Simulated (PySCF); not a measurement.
SrF₂, SMILES [F][Sr][F].

The structure is a stationary point at B3LYP-D3(BJ)/def2-TZVP. The isomer is the one that the SMILES or the coordinates give; other isomers of the formula were not compared. The def2 effective core potentials stand for the cores of Sr; spin–orbit coupling is left out.

Calculation: PySCF 2.14.0 with B3LYP-D3(BJ)/def2-TZVP.

Frequencies are harmonic and unscaled.

Computed vibrational spectrum:
| mode | ν (cm⁻¹) | IR (km/mol) | Raman (Å⁴/amu) | depolarisation | moving atoms (share of kinetic energy) |
|---|---|---|---|---|---|
| 1 | 87 | 45.1 | 0.4 | 0.54 | F 79 %, Sr 21 % |
| 2 | 470 | 40.4 | 3.6 | 0.01 | F 91 %, Sr 9 % |
| 3 | 474 | 211.8 | 0.0 | – | F 74 %, Sr 26 % |
